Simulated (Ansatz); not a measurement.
The H–H spacing of H6 ring is stretched (multiplicity 1).
Geometry at rest (charge 0, multiplicity 1):
```xyz
6

H      0.9000     0.0000     0.0000
H      0.4500     0.7794     0.0000
H     -0.4500     0.7794     0.0000
H     -0.9000     0.0000     0.0000
H     -0.4500    -0.7794     0.0000
H      0.4500    -0.7794     0.0000
```

Codes used: Ansatz (a first-principles code) with Gaussian orbitals. 

Natural occupations of CASSCF(6,6)/cc-pVTZ:

```
R (Å)                          occupations
-----  -----------------------------------
0.900  1.989 1.963 1.963 0.038 0.038 0.009
1.800  1.801 1.613 1.613 0.388 0.388 0.195
3.600  1.085 1.043 1.043 0.957 0.957 0.915
```

**Question.** Count the electrons that have left the 3 most occupied orbitals, and the effectively unpaired electrons Σ min(n, 2 − n).

**Answer.** 
- R = 0.900 Å: 0.08 electrons in the weakly occupied orbitals, 0.17 unpaired
- R = 1.800 Å: 0.97 electrons in the weakly occupied orbitals, 1.94 unpaired
- R = 3.600 Å: 2.83 electrons in the weakly occupied orbitals, 5.66 unpaired
Each bonding pair that breaks into one electron on either fragment adds two; pairs that stay whole add only the little that their own correlation moves into empty orbitals.
